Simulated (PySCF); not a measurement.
Can point charges reproduce the dipole moment of `O=C(O)c1ccccc1`?

Coordinates (GFN2-xTB, Å) and charges (e) from the PBE0/pcSseg-1 density (PySCF):

| atom | x | y | z | Mulliken | IAO | Hirshfeld | ESP-fitted |
| --- | --- | --- | --- | --- | --- | --- | --- |
| O1 | 2.601 | -1.413 | 0.059 | -0.4104 | -0.4729 | -0.2715 | -0.5356 |
| C2 | 2.054 | -0.342 | -0.028 | +0.6021 | +0.5236 | +0.2049 | +0.6373 |
| O3 | 2.751 | 0.800 | -0.156 | -0.3760 | -0.4852 | -0.1666 | -0.6059 |
| C4 | 0.590 | -0.140 | -0.005 | -0.4261 | -0.0671 | -0.0219 | +0.0473 |
| C5 | -0.231 | -1.258 | 0.127 | +0.0491 | -0.1241 | -0.0339 | -0.1811 |
| C6 | -1.604 | -1.108 | 0.152 | -0.0714 | -0.1510 | -0.0434 | -0.1178 |
| C7 | -2.164 | 0.156 | 0.046 | -0.0595 | -0.1335 | -0.0345 | -0.1438 |
| C8 | -1.350 | 1.271 | -0.086 | -0.0760 | -0.1520 | -0.0452 | -0.1154 |
| C9 | 0.024 | 1.129 | -0.113 | +0.0562 | -0.1327 | -0.0408 | -0.1905 |
| H10 | 3.700 | 0.602 | -0.164 | +0.2449 | +0.3755 | +0.1886 | +0.4479 |
| H11 | 0.229 | -2.231 | 0.208 | +0.0905 | +0.1752 | +0.0526 | +0.1617 |
| H12 | -2.241 | -1.974 | 0.255 | +0.0971 | +0.1584 | +0.0549 | +0.1420 |
| H13 | -3.237 | 0.273 | 0.066 | +0.0959 | +0.1578 | +0.0550 | +0.1462 |
| H14 | -1.792 | 2.253 | -0.169 | +0.0962 | +0.1573 | +0.0537 | +0.1392 |
| H15 | 0.665 | 1.990 | -0.215 | +0.0875 | +0.1706 | +0.0482 | +0.1684 |

**Question.** What dipole does each set of charges give (1 e·Å = 4.803 D), and what does the density give?

**Answer.** The full density gives (-1.24, 1.62, -0.12) D, 2.04 D in size; dipole vectors point from the negative to the positive end.

```json
{"scheme": "Mulliken", "μx": "-2.38", "μy": "1.34", "μz": "-0.06", "size (D)": "2.73", "share of the full size (%)": "134", "angle to the full dipole (°)": "23"}
{"scheme": "IAO", "μx": "-1.79", "μy": "1.58", "μz": "-0.10", "size (D)": "2.39", "share of the full size (%)": "117", "angle to the full dipole (°)": "11"}
{"scheme": "Hirshfeld", "μx": "-0.96", "μy": "1.37", "μz": "-0.10", "size (D)": "1.67", "share of the full size (%)": "82", "angle to the full dipole (°)": "2"}
{"scheme": "ESP-fitted", "μx": "-1.27", "μy": "1.63", "μz": "-0.12", "size (D)": "2.07", "share of the full size (%)": "101", "angle to the full dipole (°)": "1"}
```

**Question.** Which set comes closest?

**Answer.** Length of the difference vector: ESP-fitted 0.04 D, Hirshfeld 0.37 D, IAO 0.55 D, Mulliken 1.18 D. Closest: ESP-fitted. 

**Question.** What is left for the Hirshfeld atoms' own dipoles?

**Answer.** The shares of the density sum to the whole, so what Σ q r misses lies in dipoles about the nuclei. The atomic dipoles sum to (-1.24, 1.62, -0.12) − (-0.96, 1.37, -0.10) = (-0.28, 0.25, -0.02) D, 0.37 D in size.

**Question.** With the origin at the mean of the coordinates, (0.000, 0.001, -0.001) Å, which are the largest single terms, by size, of the IAO dipole along the direction of the full one?

**Answer.** O1 +6.14, C2 -3.81, H10 -3.17, O3 +2.39, H14 +2.18 D; all 15 atoms together +2.34 D. The single terms depend on the origin, their sum doesn't.

**Question.** Give the size of the full dipole in other units.

**Answer.** 2.04 D = 0.803 au = 0.425 e·Å = 6.81 × 10⁻³⁰ C·m.

One conformer (not necessarily the lowest) at the GFN2-xTB geometry, without solvent, vibrations or thermal averaging.

Conformer computed: `[O:1]=[C:2]([OH:3])[c:4]1[cH:5][cH:6][cH:7][cH:8][cH:9]1`: O1–C2–C4–C5 0°, H–O3–C2–O1 0°.
